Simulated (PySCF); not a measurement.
C₃H₄BF₃, SMILES B(/C=C(\C)F)(F)F. Coordinates come from a PBE-D3(BJ)/def2-SVP optimisation. The structure was generated by enumeration; whether it is a known compound was not checked. The values are those of a single conformer.

### Question
Give the equilibrium geometry at PBE-D3(BJ)/def2-SVP (PySCF confirms it by a frequency run) as Cartesian coordinates in Å, and its point group. (Estimate from the structure and the level; the computed values follow.)

### Answer
One answer among several that fit: point group Cs.
```xyz
11

C     -1.2727    -1.5638     0.0000
C      0.1766    -1.2220     0.0000
F      0.9461    -2.3298     0.0000
C      0.7852    -0.0101     0.0000
B      0.0844     1.3581     0.0000
F      0.8008     2.4864     0.0000
F     -1.2493     1.5150     0.0000
H     -1.5101    -2.1828    -0.8904
H     -1.5101    -2.1828     0.8904
H     -1.9024    -0.6591     0.0000
H      1.8873    -0.0349     0.0000
```
Charge 0, spin multiplicity 1.
